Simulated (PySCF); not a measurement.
Cl$_{4}$Te, charge -1, doublet, at a GFN2-xTB geometry (a state made from the parent by changing its charge; the spin is typed, not shown lowest) (all electrons, no relativity); PBE/3-21G (PySCF).

Here is a job for PySCF.
```python
from pyscf import gto, scf, dft

mol = gto.Mole()
mol.atom = '''
    Te    0.000243   -0.005206    0.196833
    Cl    1.523600   -1.933543   -0.203646
    Cl    1.938064    1.527298   -0.112629
    Cl   -1.523972    1.941505   -0.097392
    Cl   -1.938436   -1.519337   -0.188409
'''
mol.basis = '3-21g'
mol.charge = -1
mol.spin = 1
mol.verbose = 4
mol.build()

mf = dft.UKS(mol)
mf.xc = 'pbe'
mf.grids.radi_method = dft.radi.delley
mf.kernel()
mf.analyze()
```

What the program printed (banner, timings and long lists left out):

```
PySCF version 2.14.0

[INPUT] verbose = 4
[INPUT] num. atoms = 5
[INPUT] num. electrons = 121
[INPUT] charge = -1
[INPUT] spin (= nelec alpha-beta = 2S) = 1
[INPUT] symmetry False subgroup None
[INPUT] Mole.unit = angstrom
[INPUT] Symbol           X                Y                Z      unit          X                Y                Z       unit  Magmom
[...]
nuclear repulsion = 988.983514595946
number of shells = 41
number of NR pGTOs = 189
number of NR cGTOs = 83
basis = 3-21g
ecp = {}

******** <class 'pyscf.dft.uks.UKS'> ********
method = UKS
initial guess = minao
damping factor = 0
level_shift factor = 0
DIIS = <class 'pyscf.scf.diis.CDIIS'>
diis_start_cycle = 1
diis_space = 8
diis_damp = 0
SCF conv_tol = 1e-09
SCF conv_tol_grad = None
SCF max_cycles = 50
direct_scf = True
direct_scf_tol = 1e-13
number electrons alpha = 61  beta = 60
XC library pyscf.dft.libxc version 7.1.2
    S. Lehtola, C. Steigemann, M. J. T. Oliveira, and M. A. L. Marques,  SoftwareX 7, 1–5 (2018)
XC functionals = pbe
    J. P. Perdew, K. Burke, and M. Ernzerhof,  Phys. Rev. Lett. 77, 3865 (1996)
    J. P. Perdew, K. Burke, and M. Ernzerhof,  Phys. Rev. Lett. 78, 1396 (1997)
    J. P. Perdew, K. Burke, and M. Ernzerhof,  Phys. Rev. Lett. 77, 3865 (1996)
    J. P. Perdew, K. Burke, and M. Ernzerhof,  Phys. Rev. Lett. 78, 1396 (1997)
radial grids: B. Delley radial grids. Ref. JCP 104, 9848 (1996); DOI:10.1063/1.471749. log2 algorithm
becke partition: Becke, JCP 88, 2547 (1988); DOI:10.1063/1.454033
pruning grids: <function nwchem_prune>
grids dens level: 3
symmetrized grids: False
atomic radii adjust function: <function treutler_atomic_radii_adjust>
small_rho_cutoff = 0
Set gradient conv threshold to 3.16228e-05
tot grids = 99056
init E= -8399.43244001272

cycle= 1 E= -8415.98596419551  delta_E= -16.6  |g|= 0.405  |ddm|=  2.2
cycle= 2 E= -8415.71888070279  delta_E= 0.267  |g|= 0.704  |ddm|= 1.91
cycle= 3 E= -8416.10972667706  delta_E= -0.391  |g|= 0.0472  |ddm|=  1.4
cycle= 4 E= -8416.11122910536  delta_E= -0.0015  |g|= 0.0234  |ddm|= 0.187
cycle= 5 E= -8416.11181064217  delta_E= -0.000582  |g|= 0.000697  |ddm|= 0.0589
cycle= 6 E= -8416.11181108573  delta_E= -4.44e-07  |g|= 0.000152  |ddm|= 0.00212
cycle= 7 E= -8416.11181111133  delta_E= -2.56e-08  |g|= 3.37e-05  |ddm|= 0.000694
cycle= 8 E= -8416.11181111018  delta_E= 1.14e-09  |g|= 5.04e-05  |ddm|= 0.000174
cycle= 9 E= -8416.11181111225  delta_E= -2.07e-09  |g|= 1.96e-06  |ddm|= 0.000108
[...]
converged SCF energy = -8416.11181111224  <S^2> = 0.75048095  2S+1 = 2.0004809
Total Energy =                       -8416.111811112243231
[...]
spin_pop of  1 Cl 3py       0.03600
spin_pop of  1 Cl 3pz       0.05443
spin_pop of  1 Cl 4px       0.00011
spin_pop of  1 Cl 4py       0.00019
spin_pop of  1 Cl 4pz       0.00006
spin_pop of  2 Cl 1s        0.00000
spin_pop of  2 Cl 2s       -0.00000
spin_pop of  2 Cl 3s        0.00089
spin_pop of  2 Cl 4s        0.00018
spin_pop of  2 Cl 2px       0.00000
spin_pop of  2 Cl 2py       0.00000
spin_pop of  2 Cl 2pz       0.00000
spin_pop of  2 Cl 3px       0.03358
spin_pop of  2 Cl 3py       0.01856
spin_pop of  2 Cl 3pz       0.05889
spin_pop of  2 Cl 4px       0.00019
spin_pop of  2 Cl 4py       0.00010
spin_pop of  2 Cl 4pz       0.00007
spin_pop of  3 Cl 1s        0.00000
spin_pop of  3 Cl 2s       -0.00000
spin_pop of  3 Cl 3s        0.00089
spin_pop of  3 Cl 4s        0.00018
spin_pop of  3 Cl 2px       0.00000
spin_pop of  3 Cl 2py       0.00000
spin_pop of  3 Cl 2pz       0.00000
spin_pop of  3 Cl 3px       0.02042
spin_pop of  3 Cl 3py       0.03096
spin_pop of  3 Cl 3pz       0.05965
spin_pop of  3 Cl 4px       0.00011
spin_pop of  3 Cl 4py       0.00018
spin_pop of  3 Cl 4pz       0.00007
spin_pop of  4 Cl 1s        0.00000
spin_pop of  4 Cl 2s       -0.00000
spin_pop of  4 Cl 3s        0.00089
spin_pop of  4 Cl 4s        0.00018
spin_pop of  4 Cl 2px       0.00000
spin_pop of  4 Cl 2py       0.00000
spin_pop of  4 Cl 2pz       0.00000
spin_pop of  4 Cl 3px       0.03334
spin_pop of  4 Cl 3py       0.02252
spin_pop of  4 Cl 3pz       0.05516
spin_pop of  4 Cl 4px       0.00019
spin_pop of  4 Cl 4py       0.00011
spin_pop of  4 Cl 4pz       0.00006
 ** Mulliken Spin Density (per atom)  **
spin density of  0 Te =      0.55014
spin density of  1 Cl =      0.11247
spin density of  2 Cl =      0.11247
spin density of  3 Cl =      0.11247
spin density of  4 Cl =      0.11247
 ** Mulliken pop alpha/beta on meta-lowdin orthogonal AOs **
 ** Mulliken pop       alpha | beta **
In total            61.00000 | 60.00000
 ** Mulliken atomic charges   ( Nelec_alpha | Nelec_beta ) **
charge of  0Te =      0.79402  (    25.87806     25.32792 )
charge of  1Cl =     -0.44850  (     8.78048      8.66802 )
charge of  2Cl =     -0.44851  (     8.78049      8.66802 )
charge of  3Cl =     -0.44851  (     8.78049      8.66802 )
charge of  4Cl =     -0.44850  (     8.78048      8.66802 )

WARN: System has nonzero charge -1; the dipole moment is origin-dependent.
Location of origin: [0. 0. 0.]

Dipole moment(X, Y, Z, Debye):  0.00186, -0.03978,  1.50330
```
